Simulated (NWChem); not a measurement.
# Ionisation of C$_{5}$H$_{4}$N

```
C
H 1 1.0936
C 1 1.4004 2 120.68
N 3 1.3344 1 123.87 2 180.00
C 4 1.3438 3 118.86 1 0.00
C 5 1.3840 4 119.46 3 0.00
C 6 1.3788 5 123.69 4 0.00
H 7 1.0943 6 122.70 5 180.00
H 5 1.0953 4 117.42 3 180.00
H 3 1.0964 4 116.20 5 180.00
```
Charge 0, spin multiplicity 2.

All runs are NWChem calculations. All single points use one geometry, from UB3LYP/def2-SVP, a minimum by its harmonic frequencies.

Basis set: def2-SVP. The species with one electron less has spin multiplicity 1 and keeps the geometry of the parent. Δ marks differences of total energies (open shells unrestricted). −ε marks an orbital energy of the parent. That orbital need not have the symmetry of the hole or added electron in the Δ rows. That singlet is a closed-shell solution.

B3LYP has NWChem's definition, with VWN1-RPA local correlation. The structure started from a generated list of species. The unpaired electrons of the parent sit in orbitals of symmetry a' (Cs labels of the run); other states weren't searched. The stability of the SCF solutions was not checked.

**Question.** For the first vertical ionisation energy, −ε(alpha HOMO) of PBE gives 5.39 eV and −ε(alpha HOMO) of B3LYP gives 6.65 eV. What do −ε(alpha HOMO) of PBE0, ΔB3LYP, ΔPBE give?

**Answer.** −ε(alpha HOMO) of PBE0: 7.00 eV; ΔB3LYP: 9.19 eV; ΔPBE: 8.77 eV.
